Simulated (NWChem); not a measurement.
# AlHIF; SMILES [F][AlH][I]

```xyz
4

Al     0.5580     1.5155     0.0000
F     -0.6671     2.6370     0.0000
H      2.0454     2.0141     0.0000
I     -0.0622    -0.8575     0.0000
```
Atoms are numbered in this order, from 1.

Computed with NWChem. The geometry was optimised at PBE0/def2-SVP. def2 effective core potentials on I; no spin-orbit coupling.

For level RPBE/def2-SVP:

```
Property                     Result
---------------------------  ------
highest occupied level (eV)   -6.80
orbital gap (eV)               4.78
dipole (D)                     0.99
```

### Question
How do the values read with level LDA (Slater exchange, VWN5)/def2-SVP instead?

### Answer
The highest occupied level (eV) is -7.00, the orbital gap (eV) is 4.66 and the dipole (D) comes out as 1.09.
